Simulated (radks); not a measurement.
The mean radii <r> (bohr) of the occupied orbitals of an atom or ion are listed with their occupations. Method: scalar-relativistic Kohn-Sham, SCAN, spin-polarised, spherical densities, finite nucleus; meta-GGA in the generalised Kohn-Sham scheme; Fermi nuclear charge, rms radius of each element as measured or else 0.836 A^(1/3) + 0.57 fm; computed with a radial shooting solver on a logarithmic mesh with Libxc functionals.

orbital  occ.      <r>
1s          2  0.03240

Name the element and its charge. Open shells, if any, are filled with parallel spins first.

Answer. Z = 45, rhodium, charge +43: Rh43+ in [He]. The 1s radius gives Z: for a bare nucleus <r> = (2 gamma + 1)/(2Z) with gamma = sqrt(1 - (Z/c)^2), 0.0321 bohr for Z = 45, and screening makes it slightly larger (0.03240 here). The occupations add up to 2, and the charge is Z minus that.
